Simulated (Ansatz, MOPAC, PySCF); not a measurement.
Isomers of CH4GeO: 1 is [CH3][Ge][OH], 2 is [O](C)[GeH]; one conformer of each (the lowest of an xTB search), B3LYP-D3(BJ)/def2-TZVP minima.
Isomer 1 (charge 0, multiplicity 1, Z-matrix in Å and degrees):
```
C
H 1 1.0909
H 1 1.0948 2 108.55
H 1 1.0948 2 108.55 3 -117.00
Ge 1 2.0208 2 112.25 4 -121.49
O 5 1.8050 1 97.54 2 -179.96
H 6 0.9649 5 115.33 1 0.02
```
Isomer 2 (charge 0, multiplicity 1):
```xyz
7

C     -0.786    -0.156     0.313
O      0.013     0.986     0.052
Ge     1.775     1.058    -0.237
H     -1.556    -0.240    -0.458
H     -0.188    -1.072     0.325
H     -1.279    -0.036     1.281
H      2.020    -0.541    -0.089
```

No zero-point or thermal terms.

Frozen-core correlation. Filled d and f shells under p-block atoms count as core. Rows in 6-31G* carry no dispersion term and start afresh at each structure (6-31G* with six Cartesian d functions); the Pople sets are all-electron and without relativity. The state reached by AM1, PM3 isn't checked.

Run with Ansatz (a program for electronic structure); MOPAC for AM1, PM3 (differences of heats of formation); PySCF for 6-31G* rows, the dispersion terms. 

| level | electronic energy of isomer 2 less that of isomer 1 (kcal/mol) |
|---|---|
| AM1 | 23.98 |
| PM3 | 30.62 |
| HF/cc-pVDZ | 15.82 |
| BP86/6-31G* | 13.41 |
| PBE0-D3(BJ)/def2-TZVPP | 21.36 |
| wB97M-V/def2-TZVPP | 21.39 |
| MP2/cc-pVDZ | 19.07 |
| CCSD(T)/cc-pVDZ | ___ |
| CCSD(T)/cc-pVTZ | 20.95 |

What belongs in the gaps?


- CCSD(T)/cc-pVDZ, electronic energy of isomer 2 less that of isomer 1 (kcal/mol): 16.91
